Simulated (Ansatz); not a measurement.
Reaction (ligand exchange at a B–C bond): `BC(F)[SiH3]` + `[CH2]1[NH][AlH]1` → `B[N]1[CH2][AlH]1` + `FC[SiH3]`

Isolated molecules relaxed with PBE0-D4/def2-TZVP in Ansatz; ΔE leaves out vibrations. CCSD(T)/CBS adds triple-zeta CCSD(T) − MP2 to the extrapolated MP2 energy (def2 sets, frozen cores). Functionals use def2-TZVPP.

| level | ΔE (kJ/mol) |
| --- | --- |
| LDA (SPW92) | -110.4 |
| r2SCAN-D4 | -117.4 |
| PBE0 | -118.4 |
| BHLYP | -129.7 |
| HF/def2-SVP | -142.1 |
| HF/def2-TZVPP | -137.1 |
| MP2/def2-QZVPP | -125.4 |
| HF/CBS(def2) | -137.0 |

Q: What does CCSD(T)/CBS give? (Best estimate.)

A: Computed: -121.5 kJ/mol. The listed levels differ from it by 11.1, 4.1, 3.1, -8.2, -20.6, -15.6, -3.9, -15.5 kJ/mol.

Largest T1 diagnostic among the species: 0.015.

From PBE to PBE0 (25 % exact exchange), in def2-TZVPP and without D4, ΔE moves by −3.3 kJ/mol. Leaving LDA and LC-ωPBE aside and taking each functional with its dispersion term where it has one, the values, not all of them listed here, spread over 14.5 kJ/mol, from BHLYP-D4 to PBE-D4. LDA lies +4.7 kJ/mol from PBE without D4. At CCSD(T), def2-SVP lies −12.1 kJ/mol from the extrapolated value and def2-TZVPP −3.1 kJ/mol.
